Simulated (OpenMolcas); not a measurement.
Pm3+ with 6 ligands (fluoride) in trigonal prismatic coordination (D3h) at 2.28 Å, a polar angle of 45.7° against the regular 49.1°. A charge of +0.5 e stands 3.2 Å behind each ligand. Ligand basis ANO-RCC-VDZP.
```
Pm    0.0000    0.0000    0.0000
F     1.6308    0.0000    1.5934
F    -0.8154    1.4123    1.5934
F    -0.8154   -1.4123    1.5934
F     1.6308    0.0000   -1.5934
F    -0.8154    1.4123   -1.5934
F    -0.8154   -1.4123   -1.5934
```

```json
{
 "Program": "OpenMolcas 26.06",
 "Method": "CASSCF",
 "Basis": "ANO-RCC-VDZP [7s6p4d2f1g]",
 "Scalar Hamiltonian": "DKH2, point nucleus",
 "Active space": "4 electrons in 7 orbitals (4f)",
 "State averaging": "2S+1 = 5 even, 35 roots (33 in the spin-orbit step); 2S+1 = 3 even, 117 roots kept (CI in the orbitals of an earlier block, 106 in the spin-orbit step); 2S+1 = 1 even, 75 roots kept (CI in the orbitals of an earlier block, 31 in the spin-orbit step)",
 "Spin-orbit coupling": "RASSI with atomic mean-field integrals over the reference wave functions"
}
```

Problem. What is the spin-free ground state (labels of D3, the rotations of D3h)?

Solution. 5A1, 1-fold in its orbital part, 100 % from free-ion I terms; it has the highest spin that f4 allows.

Problem. Where is the first state of the same spin?

Solution. 5E at 0.908 cm-1 above the ground state.

Problem. What are the lowest two levels with spin-orbit coupling?

Solution. A 1-fold level A1, then a 2-fold level E 31.8 cm-1 above it. Their leading multiplicities are 5 (98 %) and 5 (98 %).

Problem. What is χT at 300 K, and how does it compare with the textbook value?

Solution. Hund's rules give f4 the level 5I4 with g = 0.600, so an isolated free-ion multiplet has χT = g² J(J+1) / 8 = 0.900 cm3 K/mol. The computed 0.953 at 300 K differs by +6 %, through the field's splitting, the mixing of terms and any other multiplet in reach.

High states are left out of the spin-orbit mixing, which shifts the levels that they would mix with. Without dynamic correlation the ligand-field splitting of an f shell can come out too small, at times by half. The first state left out of the spin-orbit step lies near 40000 cm-1 above the lowest spin-free state of the reference (among the parities and spins computed), and the lists stop at four fifths of that energy or lower. No measured value stands beside these numbers; the geometry is a model, was not optimised and need not be the one that this ion takes.
